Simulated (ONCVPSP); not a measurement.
# tantalum: one change to an ONCV potential, before and after

tantalum (Ta), optimised norm-conserving Vanderbilt (ONCV), made with ONCVPSP 4.0.1 (LDA (Perdew-Wang 92), scalar-relativistic). Core [Kr] 4d10, reference 4f13 5s2 5p6 5d4 6s2. Waves: 5s+6s: rc 1.75 bohr, ncon 4, nbas 7, qcut 7.5 1/bohr, 3 projectors, debl 2 Ha; 5p: rc 2.10 bohr, ncon 5, nbas 8, qcut 6.1 1/bohr, 1 projector; 5d: rc 2.20 bohr, ncon 5, nbas 9, qcut 6.6 1/bohr, 1 projector; 4f: rc 1.10 bohr, ncon 4, nbas 9, qcut 17.3 1/bohr, 3 projectors, debl 0.5 Ha. Local part: polynomial inside 0.95 bohr (lpopt 5, dvloc0 0 Ha). Core correction: none.

In the f channel the program set the typed energies aside and used -1.226, 0.250, 0.750 Ha.

Change: reference 4f14 5s2 5p6 5d3 6s1 6p1; wave 5p: rc 2.10 bohr, ncon 5, nbas 8, qcut 6.1 1/bohr, 1 projector becomes 5p+6p: rc 2.10 bohr, ncon 5, nbas 8, qcut 6.1 1/bohr, 2 projectors. In the f channel the program set the typed energies aside and used -0.973, 0.250, 0.750 Ha.

Cutoffs: the cutoffs (Ha) at which the residual kinetic energy of the hardest occupied pseudo-wave falls to 1 and 0.1 mHa per electron; they do not see the model core or the augmentation charge, which bear on the density cutoff. Errors are all-electron minus pseudo energies relative to the spin-unpolarised reference configuration.

Problem. What does the change do?

Solution. The potential gets neither clearly harder nor softer (122 Ha and 132 Ha → 121 Ha and 132 Ha); the range in which the p phases agree widens (upper end -0.4 → 4.2); neither file shows a bound ghost.

```csv
quantity,base,changed
"cutoff, loose",122 Ha,121 Ha
"cutoff, tight",132 Ha,132 Ha
loose cutoff by channel,"s 19 Ha, p 11 Ha, d 14 Ha, f 122 Ha","s 19 Ha, p 10 Ha, d 13 Ha, f 121 Ha"
bound ghosts,none,none
GHOST(+) flags under 300 eV,s at 44.7 eV,"s at 46.2 eV, p at 134.2 eV"
"largest error over its own tests, meV",+435,-9.4
s: phases at 1.78 bohr within 0.05 rad from the reference energy up to (Ha; the scan ends near 5),to the end of the scan,to the end of the scan
p: phases at 2.13 bohr within 0.05 rad from the reference energy up to (Ha; the scan ends near 5),-0.4,4.2
d: phases at 2.23 bohr within 0.05 rad from the reference energy up to (Ha; the scan ends near 5),1.5,1.6
f: phases at 1.11 bohr within 0.05 rad from the reference energy up to (Ha; the scan ends near 5),to the end of the scan,to the end of the scan
```
